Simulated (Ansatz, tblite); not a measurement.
Isomers of H₆Au₄⁻ (doublet), found by a short tight-binding search and relaxed with PBE-D4/def2-SVPD in Ansatz.

In the def2 sets Au takes a core potential; there is no spin–orbit coupling. The xTB rows come from tblite. Correlated methods freeze no core orbitals; core or outer-core shells of Au are correlated, in sets that lack core-valence functions.

C: At MP2/def2-TZVPD the charge -1 doublet is spin-contaminated (final ⟨S²⟩ up to 0.89, 0.75 for a pure state).

Other spin states weren't relaxed.

A:

```
atom   x (Å)   y (Å)   z (Å)
 Au1  -1.428  -1.030   1.202
 Au2   0.558  -1.011  -0.777
 Au3  -0.197   1.437   0.546
 Au4   1.788   1.799  -1.412
  H5   1.201  -2.192  -1.677
  H6  -1.535  -2.611   0.939
  H7   2.830   1.441  -2.589
  H8  -1.404   0.719   1.585
  H9   0.796   2.658  -0.156
 H10  -2.610  -1.210   2.339
```

B:

```xyz
10

Au    1.2365   -0.3655   -1.0277
Au   -0.7602    0.3584    0.7177
Au   -2.9693    1.3518    2.1059
Au    3.2028   -1.4590   -2.7268
H    -1.4893    0.2581    2.3708
H     1.9252   -0.1996   -2.5830
H     0.6953   -0.5881    0.6497
H    -2.1447    1.3899    0.4466
H     4.3977   -2.4503   -3.1766
H    -4.0940    1.7042    3.2234
```

C:

| atom | x (Å) | y (Å) | z (Å) |
| --- | --- | --- | --- |
| Au1 | -2.178 | 0.934 | 0.107 |
| Au2 | 0.269 | 1.075 | -1.090 |
| Au3 | 2.246 | -0.662 | -0.374 |
| Au4 | -0.249 | -0.974 | 0.950 |
| H5 | 3.589 | -1.604 | -0.087 |
| H6 | -3.727 | 1.033 | 0.711 |
| H7 | -2.409 | 2.173 | -0.883 |
| H8 | 3.016 | 0.215 | -1.473 |
| H9 | 1.338 | -1.677 | 0.894 |
| H10 | -1.895 | -0.513 | 1.246 |

D:

```xyz
10

Au    0.8845    1.9017    0.8612
Au   -3.1925   -0.3220   -1.3845
Au    1.9435   -0.7637    0.6608
Au   -0.5613   -0.1338   -0.3712
H    -4.7097    0.1012   -1.7788
H     3.3781   -1.2825    1.2510
H    -0.0655    3.1431    0.4390
H    -1.6394   -1.2014   -1.1479
H     1.8779   -2.1918   -0.0809
H     2.0845    0.7493    1.5514
```

Task: Estimate their order by electronic energy at B2PLYP/def2-TZVPD, counted from the lowest.

Result: B (0.00) < D (0.37) < A (0.41) < C (0.79), in eV.

Task: Do the other levels pick the same lowest one?

Result: Not GFN1-xTB, GFN2-xTB. Energies above each level's lowest (eV):

```
               level     A     B     C     D
            GFN1-xTB  0.03  0.62  0.13  0.00
            GFN2-xTB  0.02  0.06  0.86  0.00
       HF/def2-TZVPD  0.94  0.00  1.57  0.63
   PBE-D4/def2-TZVPD  0.23  0.00  0.55  0.24
revPBE-D4/def2-TZVPD  0.24  0.00  0.56  0.23
r2SCAN-D4/def2-TZVPD  0.22  0.00  0.57  0.24
  PBE0-D4/def2-TZVPD  0.38  0.00  0.71  0.36
  ωB97M-V/def2-TZVPD  0.46  0.00  0.83  0.42
   B2PLYP/def2-TZVPD  0.41  0.00  0.79  0.37
  RPA@PBE/def2-TZVPD  0.29  0.00  0.70  0.28
      MP2/def2-TZVPD  0.29  0.00  0.54  0.37
```
Point groups (tolerance 0.1 Å): A not assigned, B not assigned, C not assigned, D not assigned. Lower isomers may exist.
